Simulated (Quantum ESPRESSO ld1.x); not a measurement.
The numbers below are computed, except where a source is named.
Charge is removed step by step from the 2p up level of N, starting from [He] 2s2 2p(up 3, down 0). Code: ld1.x of Quantum ESPRESSO 7.5. Model: non-relativistic Kohn-Sham, LDA (Slater exchange, Perdew-Wang correlation), spin-polarised, spherical densities, point nucleus.

removed (e)  E - E(0) (eV)  eigenvalue (eV)  E minus straight line (eV)
0                    0.000           -8.395                       0.000
0.2                  1.925          -10.881                      -1.074
0.4                  4.362          -13.504                      -1.636
0.6                  7.335          -16.255                      -1.661
0.8                 10.872          -19.127                      -1.124
1                   14.994          -22.116                       0.000

Removing the whole electron costs 14.994 eV by Delta-SCF, against 8.395 eV from minus the eigenvalue at the starting occupation. Integrating minus the eigenvalue over the occupation (Janak's theorem) gives 15.005 eV. The mean slope of the eigenvalue, de/dn, is 13.7 eV per electron. Ionisation energy of N in the NIST Atomic Spectra Database: 14.534 eV (measured).
